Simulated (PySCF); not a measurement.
Delta-SCF ions had no search for a lower state. Excitations are Tamm–Dancoff values on a coarser integration grid. The basis has no diffuse functions, so Rydberg states are missing or too high.

Cartesian coordinates (Å):
```xyz
7

S     -1.2470    -0.8873    -0.0937
B      0.0948     0.3180     0.0282
S     -0.3221     2.0768     0.1706
S      1.8665    -0.0526     0.0232
H     -0.5109    -2.0074    -0.1774
H     -1.6584     1.9392     0.1393
H      1.7770    -1.3867    -0.0902
```
Charge 0, spin multiplicity 1.

**Question.** Estimate the dipole moment, brightest of the four lowest singlets (TDA), vertical ionisation energy (Delta-SCF), LUMO, HOMO, S1 excitation (TDA), S1–T1 gap (TDA) and HOMO–LUMO gap that ωB97X-D3(BJ)/def2-TZVP // B3LYP-D3(BJ)/def2-TZVP in PySCF returns for this input.

**Answer.** 
- dipole moment = 1.71 D
- brightest of the four lowest singlets (TDA) = 6.35 eV
- vertical ionisation energy (Delta-SCF) = 9.88 eV
- LUMO = 1.35 eV
- HOMO = -9.93 eV
- S1 excitation (TDA) = 5.94 eV
- S1–T1 gap (TDA) = 0.67 eV
- HOMO–LUMO gap = 11.28 eV
